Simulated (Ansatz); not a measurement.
Basis-set extrapolation for AlH8NOSi2, SMILES `[NH2][Al]([SiH3])[SiH2]O` (PBE0-D4/def2-TZVP geometry, frozen core, Ansatz 0.2.0). Multiplicity 1, RHF reference.

```csv
,def2-TZVPP,def2-QZVPP
HF,-953.918578,-953.950380
MP2 correlation,-0.783592,-0.843466
CCSD(T) correlation,-0.874799,not run
```

Energies in hartree. Use E(X) = E(∞) + A·exp(−7.88·√X) for Hartree–Fock and E(X) = E(∞) + B·X^(−2.97) for correlation, with X = 3 and 4, and add CCSD(T) minus MP2 of the smaller set to the MP2 limit.

Q: What is the CCSD(T) energy at the basis-set limit?

A: HF limit: -953.950380 + (-0.031802) × 0.13774 = -953.95476. MP2 limit: -0.843466 + (-0.059874) × 0.74074 = -0.88782. Higher-order term: -0.874799 − (-0.783592) = -0.09121. Total: -954.93379 hartree, 368.7 kJ/mol below CCSD(T)/def2-TZVPP.
